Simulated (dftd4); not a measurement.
I4Ti, charge -1, doublet, geometry from GFN2-xTB (such geometries of metal compounds can be far from the true shape) (the multiplicity is a formal guess); D4 for tpss (dftd4).

dftd4 was given this input:
```
$ dftd4 mol.xyz --func tpss --charge -1 --json dftd4.json --noedisp

# file mol.xyz
5

Ti     0.00000000     0.00000000    -0.00000000
I      2.13989680    -0.60814667    -1.52789536
I      0.80459907     0.45143303     2.53619665
I     -1.19864178     2.21440139    -0.97115872
I     -1.74585408    -2.05768775    -0.03714257
```

It wrote (shortened):

```
                    ____  _____ _____     ____  _  _
      -------------|  _ \|  ___|_   _|---|  _ \| || |------------
     |             | | | | |_    | | ___ | | | | || |_           |
     |             | |_| |  _|   | ||___|| |_| |__   _|          |
     |             |____/|_|     |_|     |____/   |_|            |
     |             ===================================           |
     |            E. Caldeweyher, S. Ehlert & S. Grimme          |
     |          Mulliken Center for Theoretical Chemistry        |
     |                    University of Bonn                     |
      -----------------------------------------------------------

Rational (Becke-Johnson) damping: tpss-D4-ATM
---------------------
  s6         1.0000
  s8         1.7660
  s9         1.0000
  a1         0.4282
  a2         4.5426
 alp        16.0000
--------------------

Dispersion energy:      -1.7837216806112E-02 Eh

[Info] JSON dump of results written to 'dftd4.json'
```
